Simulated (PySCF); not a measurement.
## Vertical excitation energies

Compound: C6H14GeS2.
SMILES: `CC([C@H]1[S][GeH2][S]C1)(C)C`

The calculation used PySCF, TDDFT CAM-B3LYP/def2-SVPD, vertical, gas phase, core orbitals frozen in the response. One conformer (not necessarily the lowest) at the PBE0-D3(BJ)/def2-SVP geometry, without solvent, vibrations or thermal averaging. The CAM-B3LYP/def2-SVPD calculation is non-relativistic and has no spin–orbit coupling, an omission that weighs most on germanium.

| state | E (eV) | ν̃ (cm⁻¹) | f | \|μ\| (D) | main configurations (H = HOMO, L = LUMO) |
| --- | --- | --- | --- | --- | --- |
| S1 | 5.16 | 41650 | 0.0026 | 0.36 | H→L (85%) |
| S2 | 5.31 | 42790 | 0.0049 | 0.50 | H-1→L (83%) |
| S3 | 5.67 | 45710 | 0.0043 | 0.45 | H→L+1 (61%), H-1→L+1 (26%) |
| S4 | 5.77 | 46540 | 0.013 | 0.78 | H-1→L+1 (62%), H→L+1 (26%) |
| S5 | 6.41 | 51720 | 0.0061 | 0.50 | H→L+2 (79%), H→L+3 (10%) |
| S6 | 6.51 | 52530 | 0.0034 | 0.37 | H-1→L+2 (82%), H-1→L+3 (9%) |
| S7 | 6.70 | 54050 | 0.0073 | 0.54 | H→L+3 (58%), H→L+7 (9%) |
| S8 | 6.83 | 55080 | 0.019 | 0.86 | H-1→L+3 (47%), H-1→L+4 (12%) |
| S9 | 6.97 | 56230 | 0.020 | 0.88 | H-2→L (59%) |
| S10 | 7.14 | 57560 | 0.057 | 1.45 | H→L+4 (40%), H→L+5 (15%), H-2→L (10%) |

Triplets (Tamm–Dancoff): T1 4.81 eV, H→L (80%); T2 4.96 eV, H-1→L (77%); T3 5.24 eV, H→L+1 (38%), H-1→L+1 (30%), H→L+3 (15%); T4 5.27 eV, H-1→L+1 (38%), H→L+1 (27%), H-1→L+3 (15%).

The lowest singlet comes at 240 nm (498 kJ/mol) in the ultraviolet; it is very weak; its leading configuration is HOMO→LUMO (85%). The most intense listed level is S10 at 7.14 eV (174 nm, f = 0.057), 1.97 eV above S1. It is the last of those listed, so stronger ones may follow. Löwdin shares by element: HOMO sulfur 66% or more, carbon 9% or more, germanium 7% (atoms not listed hold the other 18%); LUMO sulfur 58%, germanium 18%, hydrogen 6% or more (atoms not listed hold the other 19%). Of the 10 states listed, 4 reach f = 0.01 and none stays under 0.0005. The oscillator strengths of these states sum to 0.139; summed over the whole spectrum of an exact calculation they would give the number of electrons, 114 (Thomas–Reiche–Kuhn). The listed states span 1.97 eV, and the widest gap between neighbours is 0.64 eV (S4 to S5). All these states lie below the vertical ionisation energy of 8.76 eV (ΔSCF). The window holds the lowest 10 singlets.
